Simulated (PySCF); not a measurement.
# One molecule, several mistakes: BCH7OSi

These are calculations, not measurements. They come from PySCF 2.14.0, an open-source quantum chemistry program, on an isolated molecule that a program drew, which may never have been made. The molecule is BCH7OSi (charge 0, singlet), drawn as the SMILES string `OBC[SiH3]`.

Each row is a Hartree-Fock (HF) and frozen-core CCSD(T) single point in the cc-pV(D+d)Z basis, meant for a local HF minimum. Run 1 is clean. Each other run has one planted mistake out of seven kinds, and not every kind appears here: one electron removed, one electron added, multiplicity raised by two, geometry at a saddle point, minimal basis STO-3G, one bond length entered in bohr, all coordinates scaled. The reference is restricted for singlets and unrestricted otherwise, and also for a bond in bohr. Adding or removing an electron swaps singlet and doublet. Electrons count all cores. HOMO and LUMO are orbital energies over both spins, the gradient is its largest component, and the lowest frequency (negative if imaginary) is given only where the gradient is small. Bond lengths are over the 10 bonds as drawn. T1 is the CCSD diagnostic: over 0.02 (restricted) or 0.045 (unrestricted) a single reference is doubtful.

Geometry of the clean run:
```xyz
11
BCH7OSi, angstrom
O    -1.0284    0.6639    0.3958
B    -1.4490   -0.6104    0.5617
C    -0.5049   -1.8671    0.4340
Si    0.0205   -2.5974    2.0969
H    -0.1132    0.7485    0.1737
H    -2.6113   -0.7360    0.8431
H    -1.0358   -2.6712   -0.0890
H     0.4106   -1.6522   -0.1313
H     0.8666   -3.7949    1.8808
H    -1.1625   -2.9912    2.8974
H     0.8054   -1.6062    2.8738
```

| run | electrons | basis functions | <S^2> | HOMO (eV) | LUMO (eV) | gradient (hartree/bohr) | lowest frequency (cm^-1) | mean bond (Å) | longest bond (Å) | T1 | HF (hartree) | CCSD(T) (hartree) | mistake |
|---|---|---|---|---|---|---|---|---|---|---|---|---|---|
| 1 | 40 | 100 | 0.000 | -11.83 | 3.71 | 1.4e-05 | 62 | 1.3609 | 1.891 | 0.0129 | -430.49218 | -431.08039 | no fault |
| 2 | 40 | 100 | 0.715 | -11.11 | 1.85 | 1.7e-02 | - | 1.4585 | 2.072 | 0.0521 | -430.36839 | -430.95272 | one bond length entered in bohr |
| 3 | 40 | 100 | 0.000 | -11.50 | 3.03 | 6.7e-02 | - | 1.4725 | 2.046 | 0.0152 | -430.43622 | -431.03922 | all coordinates scaled |
| 4 | 40 | 31 | 0.000 | -9.74 | 8.52 | 6.0e-02 | - | 1.3609 | 1.891 | 0.0152 | -425.35965 | -425.59067 | minimal basis STO-3G |
| 5 | 41 | 100 | 0.762 | 2.16 | 8.67 | 7.9e-02 | - | 1.3609 | 1.891 | 0.0160 | -430.38181 | -430.99021 | ? |

**Which mistake was planted in run 5, and what did it cost?**

It counts 41 electrons, one more than the clean run, at the same geometry and basis. So the mistake is: one electron added. Subtracting run 1 and multiplying by 627.51 kcal/mol a hartree, the energy moved by 69.3 kcal/mol in HF and 56.6 kcal/mol in CCSD(T).

Cautions from the logs. Run 2: T1 is over the limit, so its CCSD(T) energy is less reliable; run 5: the HOMO is above zero, so the electron isn't bound and the energy depends on the basis.
